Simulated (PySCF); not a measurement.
C₄H₁₀Si₂, SMILES C=C[Si@H]1CC[SiH2]1. The structure is a stationary point at PBE-D3(BJ)/def2-SVP. The structure was generated by enumeration; whether it is a known compound was not checked. One conformer was computed; it need not be the lowest.

Problem. Give the equilibrium geometry at PBE-D3(BJ)/def2-SVP (PySCF confirms it by a frequency run) as bond lengths and angles. (Estimate from the structure and the level; the computed values follow.)

Solution. One answer among several that fit: 
Atoms: C1 C2 Si3 C4 C5 Si6 H7 H8 H9 H10 H11 H12 H13 H14 H15 H16. Bonded distances (Å): C1–C2 1.350, C1–H7 1.104, C1–H8 1.104, C2–Si3 1.873, C2–H9 1.107, Si3–C4 1.933, Si3–Si6 2.354, Si3–H10 1.510, C4–C5 1.559, C4–H11 1.112, C4–H12 1.110, C5–Si6 1.930, C5–H13 1.110, C5–H14 1.111, Si6–H15 1.507, Si6–H16 1.509. Angles (°): C2–C1–H7 121.7, C2–C1–H8 122.2, H7–C1–H8 116.1, C1–C2–Si3 123.9, C1–C2–H9 118.3, Si3–C2–H9 117.8, C2–Si3–C4 118.8, C2–Si3–Si6 125.6, C2–Si3–H10 108.8, C4–Si3–Si6 75.6, C4–Si3–H10 111.5, Si6–Si3–H10 112.8, Si3–C4–C5 99.1, Si3–C4–H11 107.5, Si3–C4–H12 117.6, C5–C4–H11 110.2, C5–C4–H12 115.0, H11–C4–H12 107.1, C4–C5–Si6 98.2, C4–C5–H13 114.9, C4–C5–H14 110.3, Si6–C5–H13 118.0, Si6–C5–H14 107.9, H13–C5–H14 107.2, Si3–Si6–C5 76.3, Si3–Si6–H15 126.4, Si3–Si6–H16 112.5, C5–Si6–H15 118.4, C5–Si6–H16 111.0, H15–Si6–H16 108.5.
